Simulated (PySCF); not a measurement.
Simulation results for CH₃ClOSi

All values are calculated (PySCF 2.14.0). Calculation on a computer-drawn molecule: the log of a Hartree-Fock and frozen-core CCSD(T) single point meant for a local Hartree-Fock minimum, with one planted fault or none, to be diagnosed. Offsets are logged minus clean, where the clean run is the same molecule without the fault. The reference is restricted for singlets and unrestricted otherwise, and also for a bond in bohr or an excited solution. Adding or removing an electron swaps singlet and doublet. The excited solution moves the top pair (singlet) or top alpha electron (doublet) to the lowest empty orbital. Highest occupied and lowest empty are orbital energies over both spins, largest force is the largest gradient component, triples share is (T) over the correlation energy, the T1 limit is 0.02 restricted and 0.045 unrestricted, electrons count all cores, a negative frequency is imaginary (commonest isotopes), and the dipole is about the centre of nuclear charge.

## CH₃ClOSi

Logged structure:
```xyz
7
CH3ClOSi
O     -1.6397    -0.9525     1.0496
C     -0.7973    -0.7530    -0.0615
Si     0.4875     0.5654     0.4483
Cl     1.5390     0.6059    -1.3877
H     -2.2957    -1.6019     0.8448
H     -0.2787    -1.6748    -0.3608
H     -1.3504    -0.4042    -0.9451
```

- meant charge: 0
- meant multiplicity: 1
- meant basis: cc-pV(D+d)Z
- logged electrons: 48
- logged basis functions: 89
- logged SCF converged: yes
- logged spin squared: 0
- logged highest occupied: -9.2409 eV
- logged lowest empty: 0.68676 eV
- logged largest force: 2.11e-05 hartree/bohr
- logged lowest frequency: 97.745 cm⁻¹
- logged T1 diagnostic: 0.0121
- logged D1 diagnostic: 0.035074
- logged triples share: 0.026023
- logged CC converged: yes
- logged dipole magnitude: 2.4112 debye
- logged SCF stable within its kind: yes
- logged energy HF: -862.91701 hartree
- logged energy CCSD(T): -863.51765 hartree
- possible faults: no fault, one electron removed, one electron added, multiplicity raised by two, geometry at a saddle point, SCF held on an excited solution, minimal basis STO-3G, one bond length entered in bohr, all coordinates scaled
- planted fault: no fault
- HF energy offset from clean run: 0 kcal/mol
- CCSD(T) energy offset from clean run: 0 kcal/mol

Drawn bonds:
```tsv
atom	other atom	order
1	2	1
2	3	1
3	4	1
1	5	1
2	6	1
2	7	1
```
